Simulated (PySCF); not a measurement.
C6H5NO2.
Numbering: `[O:1]=[C:2]([OH:3])[c:4]1[cH:5][cH:6][n:7][cH:8][cH:9]1` (hydrogens: H10 on O3; H11 on C5; H12 on C6; H13 on C8; H14 on C9)

The same species was optimised twice, with GFN2-xTB and with PBE0-D3(BJ)/def2-SVP (PySCF), and the same property calculations (PySCF, gas phase) were run on both structures.

| coordinate | GFN2-xTB | PBE0-D3(BJ)/def2-SVP | change |
| --- | --- | --- | --- |
| N7–C8 (Å) | 1.322 | 1.331 | +0.009 |
| C6–N7 (Å) | 1.322 | 1.330 | +0.008 |
| C5–C6 (Å) | 1.387 | 1.394 | +0.007 |
| C8–C9 (Å) | 1.386 | 1.393 | +0.007 |
| C2–C4 (Å) | 1.486 | 1.490 | +0.004 |
| C4–C5 (Å) | 1.392 | 1.396 | +0.004 |
| C4–C9 (Å) | 1.393 | 1.395 | +0.002 |
| C2–O3 (Å) | 1.340 | 1.337 | -0.003 |
| O1=C2 (Å) | 1.204 | 1.204 | 0.000 |
| O1–C2–O3 (°) | 122.4 | 123.0 | +0.6 |
| C6–N7–C8 (°) | 118.5 | 118.0 | -0.5 |
| C2–C4–C5 (°) | 122.2 | 122.7 | +0.5 |
| C2–C4–C9 (°) | 119.0 | 118.6 | -0.4 |
| O3–C2–C4 (°) | 113.2 | 112.8 | -0.4 |
| O1–C2–C4 (°) | 124.4 | 124.2 | -0.2 |
| N7–C8–C9 (°) | 123.2 | 123.4 | +0.2 |
| C4–C5–C6 (°) | 117.9 | 118.1 | +0.2 |
| O1–C2–C4–C5 (°) | 180 | 177 | -3 |

Rotational constants: A = 4078, B = 1231, C = 945.7 MHz (GFN2-xTB) against A = 4053, B = 1225, C = 940.7 MHz (PBE0-D3(BJ)/def2-SVP).

On the GFN2-xTB structure: HOMO (eV) -7.72 [PBE0/pcSseg-1]; LUMO (eV) -2.02 [PBE0/pcSseg-1]; dipole (D) 1.93 [PBE0/pcSseg-1]; GIAO shielding of O1 (ppm) -90.3 [PBE0/pcSseg-1]; GIAO shielding of C2 (ppm) 16.1 [PBE0/pcSseg-1]; GIAO shielding of O3 (ppm) 135.0 [PBE0/pcSseg-1]; GIAO shielding of C4 (ppm) 46.9 [PBE0/pcSseg-1]; GIAO shielding of C5/C9 (mean) (ppm) 57.9 [PBE0/pcSseg-1]; GIAO shielding of C6/C8 (mean) (ppm) 30.2 [PBE0/pcSseg-1]; GIAO shielding of N7 (ppm) -112.4 [PBE0/pcSseg-1].

Problem. What do these properties become on the PBE0-D3(BJ)/def2-SVP structure?

Solution. 
```json
{"property": "HOMO (eV)", "level": "PBE0/pcSseg-1", "on GFN2-xTB": "-7.72", "on PBE0-D3(BJ)/def2-SVP": "-7.76", "change": "-0.04"}
{"property": "LUMO (eV)", "level": "PBE0/pcSseg-1", "on GFN2-xTB": "-2.02", "on PBE0-D3(BJ)/def2-SVP": "-2.04", "change": "-0.02"}
{"property": "dipole (D)", "level": "PBE0/pcSseg-1", "on GFN2-xTB": "1.93", "on PBE0-D3(BJ)/def2-SVP": "1.91", "change": "-0.02"}
{"property": "energy, GFN2-xTB geometry as zero (kcal/mol)", "level": "PBE0/pcSseg-1", "on GFN2-xTB": "0.0", "on PBE0-D3(BJ)/def2-SVP": "-0.4", "change": "-0.4"}
{"property": "GIAO shielding of O1 (ppm)", "level": "PBE0/pcSseg-1", "on GFN2-xTB": "-90.3", "on PBE0-D3(BJ)/def2-SVP": "-85.0", "change": "+5.3"}
{"property": "GIAO shielding of C2 (ppm)", "level": "PBE0/pcSseg-1", "on GFN2-xTB": "16.1", "on PBE0-D3(BJ)/def2-SVP": "15.8", "change": "-0.3"}
{"property": "GIAO shielding of O3 (ppm)", "level": "PBE0/pcSseg-1", "on GFN2-xTB": "135.0", "on PBE0-D3(BJ)/def2-SVP": "132.9", "change": "-2.1"}
{"property": "GIAO shielding of C4 (ppm)", "level": "PBE0/pcSseg-1", "on GFN2-xTB": "46.9", "on PBE0-D3(BJ)/def2-SVP": "45.9", "change": "-1.0"}
{"property": "GIAO shielding of C5/C9 (mean) (ppm)", "level": "PBE0/pcSseg-1", "on GFN2-xTB": "57.9", "on PBE0-D3(BJ)/def2-SVP": "55.9", "change": "-2.0"}
{"property": "GIAO shielding of C6/C8 (mean) (ppm)", "level": "PBE0/pcSseg-1", "on GFN2-xTB": "30.2", "on PBE0-D3(BJ)/def2-SVP": "27.7", "change": "-2.5"}
{"property": "GIAO shielding of N7 (ppm)", "level": "PBE0/pcSseg-1", "on GFN2-xTB": "-112.4", "on PBE0-D3(BJ)/def2-SVP": "-116.3", "change": "-3.9"}
```

The heavy atoms differ by 0.019 Å rms after alignment. Among bonds between heavy atoms C6–N7 and N7–C8 change most and about equally (+0.008 to +0.009 Å). Changes are differences of the printed values. Neither structure is proved a minimum here.

Conformer computed: `[O:1]=[C:2]([OH:3])[c:4]1[cH:5][cH:6][n:7][cH:8][cH:9]1`: O1–C2–C4–C5 177°, H–O3–C2–O1 0°.
